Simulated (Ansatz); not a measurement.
Calculation: frozen-core CCSD(T)/cc-pVTZ // PBE0-D3(BJ)/def2-TZVP (Ansatz, a first-principles code).

Ansatz 0.2 input:
```yaml
crystal:
  periodic: [false, false, false]
  atoms:
    - { symbol: F, position_ang: [-1.509383, 1.179666, -0.271649] }
    - { symbol: Si, position_ang: [-0.472188, 0.028504, -0.010104] }
    - { symbol: F, position_ang: [-0.755097, -0.586586, 1.410476] }
    - { symbol: F, position_ang: [-0.735136, -1.126684, -1.045877] }
    - { symbol: S, position_ang: [1.444359, 0.844271, -0.173899] }
    - { symbol: H, position_ang: [2.027445, -0.339172, 0.091051] }
basis:
  gaussian: { orbitals: cc-pVTZ }
correlation:
  method: ccsd_t
```

Output:

```
Functional definition: HF
1044 factors; integrals over basis functions are off by at most 1.1e-3 eV
mean field evaluation 1: about -26820.6531 eV, gradient 4.2e1 eV
mean field evaluation 2: about -26820.8754 eV, gradient 4.3e1 eV
mean field evaluation 4: about -26823.8588 eV, gradient 2.4e0 eV
mean field evaluation 8: about -26823.8995 eV, gradient 2.0e-1 eV
mean field evaluation 16: about -26823.8997 eV, gradient 1.3e-6 eV
mean field -26823.89973294 eV, -985.7601332934 hartree, gradient 1.3e-6 eV, S^2 0.000000; 0 other end points of the search recorded, 0 dependent functions left out
13 core orbitals not correlated
reference -26823.89973294 eV, -985.7601332934 hartree; 16, 16 occupied and 143, 143 virtual orbitals, 1044 factors
second order -28.21193527 eV of doubles, -0.00000000 eV of singles
cycle   1  -28.04830902 eV  change    1.6e-1 eV  update   1.0e-1
cycle   2  -28.58515026 eV  change   -5.4e-1 eV  update   2.8e-2
cycle   3  -28.70416924 eV  change   -1.2e-1 eV  update   1.4e-2
cycle   4  -28.68485789 eV  change    1.9e-2 eV  update   2.7e-3
cycle   5  -28.68314368 eV  change    1.7e-3 eV  update   1.0e-3
cycle   6  -28.68375428 eV  change   -6.1e-4 eV  update   2.8e-4
cycle   7  -28.68348249 eV  change    2.7e-4 eV  update   9.3e-5
cycle   8  -28.68342218 eV  change    6.0e-5 eV  update   2.6e-5
cycle   9  -28.68343400 eV  change   -1.2e-5 eV  update   1.0e-5
perturbative correction -0.92643041 eV, -0.0340456895 hartree
Total energy: -26853.50959735 eV, -986.8482757402 hartree
```

Cost: roughly 50 core-seconds.
